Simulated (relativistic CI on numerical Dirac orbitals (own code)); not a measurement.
# Spin-allowed bands of a d8 ion in a tetrahedral site, by hand

Problem. Take Δ = 7200 cm⁻¹ and B = 540 cm⁻¹ for a d8 ion in a tetrahedral site. Calculate the three spin-allowed bands.

Working.
1. The terms of highest spin are 3F (energy 0) and 3P (15B = 8100 cm⁻¹). Here the F term splits into A2 at +1.2Δ = 8640, T2 at +0.2Δ = 1440 and T1 at −0.6Δ = -4320 cm⁻¹.
2. The two T1 states mix through the element 0.4Δ: H = [[-4320, 2880], [2880, 8100]], with roots ½(H₁₁ + H₂₂) ∓ ½√[(H₂₂ − H₁₁)² + 4H₁₂²] = ½(3780) ∓ ½(13691) = -4955 and 8735 cm⁻¹.
3. The ground term is 3T1 at -4955 cm⁻¹.
4. Bands: 3T2 6395 cm⁻¹ (1564 nm), 3A2 13595 cm⁻¹ (736 nm), 3T1(P) 13691 cm⁻¹ (730 nm).

Check. Exact diagonalisation of the whole d8 shell with these parameters gives 3T2 6395, 3A2 13595, 3T1 13691 cm⁻¹. The match is exact, since without spin-orbit coupling no other term has this spin. The ratio of the second band to the first, 2.126, depends on Δ/B = 13.3 alone, which is how a Tanabe-Sugano diagram is read.
